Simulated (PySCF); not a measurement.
**Question.** What does the PBE/def2-SV(P) structure of `CCN(CC=C)N=C` look like in three dimensions?

**Answer.** 
Z-matrix in Å and degrees, rows numbered from 1:
```
C 
C   1  1.3456
C   2  1.5093  1  124.89
N   3  1.4591  2  112.87  1   121.11
C   4  1.4572  3  119.42  2   -70.49
C   5  1.5359  4  114.00  3   -96.00
N   4  1.3353  3  116.35  2   112.35
C   7  1.2959  4  122.97  3   178.04
H   1  1.1070  2  121.29  3     0.75
H   1  1.1045  2  121.75  3   179.88
H   2  1.1074  1  119.97  3   179.05
H   3  1.1111  2  110.46  1  -121.60
H   3  1.1176  2  109.94  1    -2.87
H   5  1.1121  4  107.11  3    26.39
H   5  1.1157  4  108.53  3   140.51
H   6  1.1124  5  110.92  4    60.40
H   6  1.1126  5  110.50  4  -179.92
H   6  1.1113  5  111.53  4   -59.72
H   8  1.1040  7  116.54  4   178.39
H   8  1.1117  7  125.51  4    -1.15
```

The C–C distances run from 1.346 Å (C1=C2, drawn double) to 1.536 Å (C5–C6, drawn single), a spread of 0.190 Å. The 3 C–N bonds span 1.296 Å (N7=C8, drawn double) to 1.459 Å (C3–N4, drawn single), a spread of 0.163 Å. N7 (C=N nitrogen) is bent (angle 123.0°). N4 (nitrogen bonded to 2 C and N) is planar (angles 124.2°, 119.4° and 116.4°, sum 359.9°, 0.02 Å off the plane of its three neighbours).

Method used: PBE/def2-SV(P) geometry optimisation, gas phase in PySCF 2.14.0.

Point group: C1 (no symmetry element, even within 0.4 Å). No frequency check. The numbers are those of one conformer (C1–C2–C3–N4 121°, C2–C3–N4–C5 -70°, C3–N4–C5–C6 -96°, C3–N4–N7–C8 178°).

On one thread of an Arm Neoverse V1, no GPU, on a shared host, this took 75 s of wall time and 0.54 GiB of memory at its peak. These figures are those of the optimisation.
